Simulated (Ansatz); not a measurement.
Consider the substitution at a C–Ga bond: `[CH3][GaH][NH2]` + `OB(F)O[SiH3]` → `COB(F)O[SiH3]` + `[NH2][GaH2]`.

Program: Ansatz. Geometries: PBE0-D4/def2-TZVP. ΔE: electronic, gas phase. CCSD(T)/CBS is the MP2 limit (def2-TZVPP, def2-QZVPP) plus CCSD(T) − MP2 in def2-TZVPP, frozen cores. Functionals use def2-TZVPP. For Ga outer-core shells are correlated without core-valence functions, which leaves a few kJ/mol of doubt a bond. Scalar relativity is left out up to krypton. One conformer a species, not always the lowest.

```json
{"level": "r2SCANh", "ΔE (kJ/mol)": "86.2"}
{"level": "CCSD/def2-SVP", "ΔE (kJ/mol)": "71.6"}
{"level": "CCSD/def2-TZVPP", "ΔE (kJ/mol)": "86.9"}
{"level": "SCS-MP2/def2-QZVPP", "ΔE (kJ/mol)": "90.0"}
```

Q: What does CCSD(T)/CBS give? (Best estimate.)

A: Ansatz gave: +92.1 kJ/mol. The listed levels differ from it by -5.9, -20.5, -5.2, -2.1 kJ/mol.

Largest T1 diagnostic among the species: 0.014.

At CCSD(T), def2-SVP lies −20.9 kJ/mol from the extrapolated value and def2-TZVPP −4.3 kJ/mol. In def2-TZVPP, CCSD(T) changes the Hartree–Fock value by +15.7 kJ/mol (the triples alone add +0.9 kJ/mol) and MP2 by +24.3 kJ/mol.
